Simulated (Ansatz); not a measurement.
## What each rung costs, and what it gives

The pair of Cu⁺ (SMILES [Cu+], atom 1) and SiNH₅ (SMILES [SiH3]N, atoms 2–8), both closed shells, in one local arrangement (a lower one may exist), relaxed at PBE0-D4/def2-TZVP:

Cu1  (-0.408, -1.464, -1.790)
Si2  (-0.407, 0.318, 0.806)
N3  (0.525, -0.169, -0.688)
H4  (-1.670, 0.876, 0.283)
H5  (-0.604, -0.946, 1.542)
H6  (0.400, 1.305, 1.550)
H7  (1.431, -0.564, -0.437)
H8  (0.734, 0.644, -1.266)
(Å)

Interaction energies are counterpoise-corrected; the time is that of the whole pair.

Computed with Ansatz 0.2.0 (basis: as named in each row); correlated methods freeze the cores. The 3s and 3p shells of Cu and Zn are frozen; filled d shells are correlated. B3LYP uses VWN-RPA correlation. Extrapolation: Hartree–Fock as exp(−7.88 √X), correlation as X^−2.97.

Times are rough, for one single point on 4 threads of a shared host (Arm Neoverse V2).

The estimate by CCSD(T) at an estimated basis limit (MP2 extrapolated from triple and quadruple zeta, plus CCSD(T) − MP2 in triple zeta) is -2.502 eV.

| method | basis | time (s) | interaction energy (eV) | method less estimate |
| --- | --- | --- | --- | --- |
| SPW92 | def2-SVP | under 1 | -3.324 | -0.821 |
| PBE-D4 | def2-SVP | under 1 | -2.835 | -0.333 |
| B3LYP-D4 | 6-31G | under 1 | -3.171 | -0.668 |
| HF | STO-3G | under 1 | -1.872 | 0.630 |
| PBE0-D4 | def2-SVP | under 1 | -2.586 | -0.084 |
| CCSD(T) | def2-SVP | 2 | -2.073 | 0.429 |
| PBE-D4 | def2-TZVPPD | 3 | -2.953 | -0.450 |
| revPBE-D4 | def2-TZVPPD | 3 | -2.769 | -0.266 |
| BLYP-D4 | def2-TZVPPD | 3 | -2.920 | -0.418 |
| PBE0-D4 | def2-TZVPPD | 3 | -2.663 | -0.161 |
| B3LYP-D4 | def2-TZVPPD | 3 | -2.714 | -0.212 |
| HSE06-D4 | def2-TZVPPD | 3 | -2.656 | -0.153 |
| wB97M-V | def2-SVP | 4 | -2.526 | -0.024 |
| r2SCAN-D4 | def2-TZVPPD | 5 | -2.930 | -0.428 |
| PBE-D4 | STO-3G | 6 | -3.821 | -1.319 |
| B2PLYP | def2-TZVPPD | 7 | -2.568 | -0.065 |
| wB97X-V | def2-TZVPPD | 8 | -2.576 | -0.073 |
| B97M-V | def2-TZVPPD | 10 | -2.820 | -0.318 |
| wB97M-V | def2-TZVPPD | 10 | -2.552 | -0.049 |
| MP2 | def2-QZVPPD | 19 | -2.543 | -0.040 |
| CCSD(T) | def2-TZVPPD | 70 | -2.337 | 0.165 |

No T1 diagnostic of these runs exceeds 0.022.
